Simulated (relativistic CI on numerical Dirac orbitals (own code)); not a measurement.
# W9+: q coefficients and field-shift factors

Calculated at this level of theory: Dirac-Coulomb-Breit CI, KLI orbitals optimised for each configuration, derivatives by finite differences, unscaled Slater integrals, QED left out (own radial code, finite nucleus).

CI space (outside the closed core [Kr] 4d10): 4f14.5s2.5p3, 4f13.5s2.5p4, 4f14.5s.5p4, 4f14.5s2.5p2.5d, 4f14.5p5, 4f13.5p6, 4f14.5s2.5p.5d2, 4f14.5s2.5d3. Double excitations out of closed p, d and f shells are left out; levels of such configurations are missing from the list, as are those of other unlisted configurations, and high levels can miss mixing partners.

With x = (α/α₀)² − 1 an excitation energy changes as ω = ω₀ + qx; K = 2q/ω₀ is the relative enhancement. Terms are leading LS components, so labels can repeat. The field-shift factor is F = δν/δ⟨r²⟩ for the transition from the lowest level.

Lowest level 4f14.5s2.5p3 2P°_3/2.

| Level | ω₀ (cm⁻¹) | q (cm⁻¹) | K | F (GHz/fm²) |
| --- | --- | --- | --- | --- |
| 4f13.5s2.5p4 4G°_11/2 | 32087.7 | -88160 | -5.5 | 24 |
| 4f13.5s2.5p4 2G°_9/2 | 33509.4 | -90440 | -5.4 | 24.4 |
| 4f13.5s2.5p4 2D°_3/2 | 35234.8 | -77670 | -4.41 | 21.9 |
| 4f13.5s2.5p4 2F°_7/2 | 36398.9 | -87950 | -4.83 | 23.8 |
| 4f13.5s2.5p4 2D°_5/2 | 38631.6 | -78630 | -4.07 | 22.3 |
| 4f13.5s2.5p4 2F°_5/2 | 49876.2 | -73310 | -2.94 | 24.7 |
| 4f13.5s2.5p4 4D°_1/2 | 51839.2 | -68890 | -2.66 | 24.3 |
| 4f13.5s2.5p4 4D°_3/2 | 52348.0 | -70870 | -2.71 | 24.7 |
| 4f13.5s2.5p4 2G°_9/2 | 55698.4 | -71730 | -2.58 | 24.8 |
| 4f13.5s2.5p4 2F°_7/2 | 58203.8 | -76330 | -2.62 | 24.5 |
| 4f13.5s2.5p4 2F°_7/2 | 65029.8 | -81420 | -2.5 | 21.5 |
| 4f14.5s2.5p3 2D°_3/2 | 82194.2 | 109400 | 2.66 | -14.5 |
| 4f13.5s2.5p4 2F°_5/2 | 84045.9 | -66670 | -1.59 | 21.6 |

At this charge transitions that keep the count of f electrons are usually good to a few per cent. Levels and lines within the n = 5 or 6 shells can be off by up to 10 % or somewhat more, and those that change n by about 2 %, since core polarisation is missing. Levels that differ in their count of f electrons can be misplaced by several ten thousand cm⁻¹, since the correlation energy of f electrons is missing or only estimated; rates across such gaps can be off by orders of magnitude.
